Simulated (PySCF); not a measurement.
## Simulated absorption spectrum

Compound: C₇H₅NSi.
InChI=1S/C7H5NSi/c1-2-6-3-7(4-8)9-5-6/h1,3,5H,9H2

Computed with PySCF, TDDFT CAM-B3LYP/def2-SVPD, vertical, gas phase, core orbitals frozen in the response. Geometry: GFN2-xTB; no solvent, vibrations or thermal averaging.

Computed states:

```json
{"state": "S1", "E (eV)": "3.92", "f": "0.082"}
{"state": "S2", "E (eV)": "4.88", "f": "0.0003"}
{"state": "S3", "E (eV)": "5.11", "f": "0.0007"}
{"state": "S4", "E (eV)": "5.39", "f": "0.227"}
{"state": "S5", "E (eV)": "6.02", "f": "0.251"}
{"state": "S6", "E (eV)": "6.10", "f": "0.0033"}
{"state": "S7", "E (eV)": "6.22", "f": "0.0026"}
{"state": "S8", "E (eV)": "6.47", "f": "0.0001"}
```

Broadening: Gaussians 0.5 eV wide at half height, area fixed by f = 4.319×10⁻⁹ ∫ε dν̃. The width is an assumption, not a result. The curve ends short of the highest state used, and states not computed would add to its high-energy end.

(1) Give the broadened spectrum and its maxima.

(2) Coming from long wavelengths, where does ε first pass 100 L mol⁻¹ cm⁻¹?

(3) On this curve, what absorbance would a 10⁻⁵ mol/L sample give at 222 nm over a 1 cm path?

Answers

(1) 
(E (eV), ε (L mol⁻¹ cm⁻¹)): (3.17, 9), (3.28, 50), (3.40, 230), (3.52, 776), (3.64, 1900), (3.75, 3262), (3.87, 4330), (3.99, 4176), (4.11, 2926), (4.22, 1596), (4.34, 607), (4.46, 171), (4.58, 49), (4.69, 75), (4.81, 323), (4.93, 1216), (5.05, 3454), (5.16, 6870), (5.28, 10781), (5.40, 12438), (5.52, 10987), (5.63, 8941), (5.75, 8922), (5.87, 11562)

Maxima: 317 nm (3.92 eV), ε about 4400, made up of S1 (100%); 230 nm (5.40 eV), ε about 12000, made up of S4 (98%) (ε in L mol⁻¹ cm⁻¹; maxima over ε = 5, shares over 10%). At its high-energy end, 5.87 eV, the curve is still rising (ε about 12000, from S5).

(2) At about 372 nm (3.33 eV), 0.58 eV below S1.

(3) 222 nm is 5.585 eV, where ε is about 9700 L mol⁻¹ cm⁻¹, so A = ε c l ≈ 0.097 (Beer–Lambert, with the gas-phase spectrum and the assumed width).
